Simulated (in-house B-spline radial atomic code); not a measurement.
**Ionising Sb⁸⁺ with different functionals**

Computed with a radial B-spline atomic code at the basis-set limit: scalar-relativistic (spin-free X2C) Hamiltonian, Fermi nucleus of rms radius 4.6802 fm, spin-polarised at highest spin, spherical fractional occupations for the functionals, and exact exchange of hybrids averaged over the configuration. The ionisation energy is the difference of two self-consistent energies, [Kr] 4d7 → [Kr] 4d6, without Breit or QED terms; ε is the level of the shell that loses the electron (its least bound occupied spin orbital). There is no spin-orbit coupling in this Hamiltonian.

```
   method                    rung  ΔSCF (eV)  -ε(4d) (eV)
     PBE0           global hybrid          ?            ?
    B3LYP           global hybrid     163.11       154.48
    TPSSh           global hybrid     162.94       153.13
BHandHLYP           global hybrid     162.78       157.88
  r2SCAN0           global hybrid          ?            ?
    B97-1           global hybrid     163.21       154.68
    HSE06  range-separated hybrid     163.00       154.60
    wB97X  range-separated hybrid     162.99       157.50
CAM-B3LYP  range-separated hybrid     163.04       156.47
  LC-wPBE  range-separated hybrid     163.13       157.61
```

What does PBE0 give?

ΔSCF 163.06 eV, and -ε(4d) = 155.08 eV.

What does r2SCAN0 give?

ΔSCF 162.77 eV, and -ε(4d) = 154.95 eV.

Among the functionals, which spreads more, the ΔSCF values or the orbital energies?

The orbital energies: ΔSCF values span about 0.44 eV and the orbital energies 4.75 eV; here energy differences depend much less on the functional than eigenvalues do.

How do they compare with the NIST value?

NIST lists 162 eV ± 2.2 (tabulated theory, ground level to ground level). Errors run from +0.77 to +1.21 eV; all lie within about twice that uncertainty, so the table can't rank the methods.
